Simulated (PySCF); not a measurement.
## Telling isomers of C5H3N3 apart by NMR

Relativity neglected, a single conformation, fast rotation and ring inversion assumed for equivalent nuclei, no solvent model. B3LYP/pcJ-1 coupling constants (spin–dipole term left out of most H,H and C,H couplings); shieldings: GIAO PBE0/pcSseg-1; geometry: GFN2-xTB; PySCF 2.14.0 with density-fitted response routines.

Scale: 1H (σ = 31.72 ppm), 13C (σ = 186.93 ppm) vs TMS (reference shieldings calculated alike). Multiplet labels drop J under 1 Hz and among equivalent protons, and merge close values. Unscaled 3J(H,H) run several per cent high. Where no couplings were computed, multiplicities follow the n + 1 count of equivalent neighbours, and m marks all less simple cases (inequivalent or close neighbours, rings, F or P nearby). Shifts are as computed. Against solution values, carbons near 30 ppm lie about +3 ppm off and those near 130 ppm about +5 ppm. Of 1211 compounds with measured shifts, 218 miss one by over three times the rms of a fit or turn the order of signals round; such compounds aren't used in these exercises.

(1) Tabulate the signals of `CC(C#N)(C#N)C#N`, `N#Cc1ccncn1`, `C#Cc1ccnnn1`, `N#CCC(C#N)C#N`, `C#Cc1cnnnc1` and their relative energies.

(2) What is the quickest way to tell C#Cc1ccnnn1 from C#Cc1cnnnc1?

(3) What is the quickest way to tell N#Cc1ccncn1 from C#Cc1ccnnn1?

(4) What is the quickest way to tell N#Cc1ccncn1 from N#CCC(C#N)C#N?

Answers

(1) 
```json
{"SMILES": "CC(C#N)(C#N)C#N", "carbon types": "4×C 1×CH3", "δC": "115.4, 28.1, 19.3", "δH": "2.14 (s, 3H)", "E rel. (kcal/mol)": "35.3"}
{"SMILES": "N#Cc1ccncn1", "carbon types": "2×C 3×CH", "δC": "165.7, 164.7, 147.6, 132.9, 121.7", "δH": "9.75 (s, 1H), 9.25 (d, 1H), 7.71 (d, 1H)", "E rel. (kcal/mol)": "0.0"}
{"SMILES": "C#Cc1ccnnn1", "carbon types": "2×C 3×CH", "δC": "152.4, 148.7, 127.4, 98.1, 85.1", "δH": "9.24 (d, 1H), 7.39 (d, 1H), 3.42 (s, 1H)", "E rel. (kcal/mol)": "77.2"}
{"SMILES": "N#CCC(C#N)C#N", "carbon types": "3×C 1×CH 1×CH2", "δC": "118.8, 116.4, 23.1, 19.8", "δH": "3.55 (t, 1H), 2.87 (d, 2H)", "E rel. (kcal/mol)": "26.9"}
{"SMILES": "C#Cc1cnnnc1", "carbon types": "2×C 3×CH", "δC": "154.9, 119.9, 103.0, 81.9", "δH": "9.26 (s, 2H), 3.54 (s, 1H)", "E rel. (kcal/mol)": "75.3"}
```

Energies are electronic energies at PBE0/pcSseg-1 on these geometries, without zero-point or thermal terms, each for the one conformer computed, which needn't be the lowest.

(2) Count the carbon signals: 5 against 4. The first has a substituted aromatic carbon next to a ring nitrogen (C) at 148.7 ppm, the second a substituted aromatic carbon (C) at 119.9 ppm. Their most deshielded carbons lie at 152.4 and 154.9 ppm.

(3) Both give the same number of carbon signals, with the same numbers of each carbon type, so the positions decide. The first has a nitrile carbon (C) at 121.7 ppm, the second an alkyne carbon (C) at 85.1 ppm. Their most deshielded carbons lie at 165.7 and 152.4 ppm. In the proton spectra the most deshielded non-exchanging signals are 9.75 (s, 1H) and 9.24 (d, J = 6.1 Hz, 1H).

(4) Count the carbon signals: 5 against 4. The first has an aromatic CH between two ring heteroatoms at 165.7 ppm, the second an sp3 CH2 α to a nitrile at 23.1 ppm. Their most deshielded carbons lie at 165.7 and 118.8 ppm. In the proton spectra the most deshielded non-exchanging signals are 9.75 (s, 1H) and 3.55 (t, 1H).
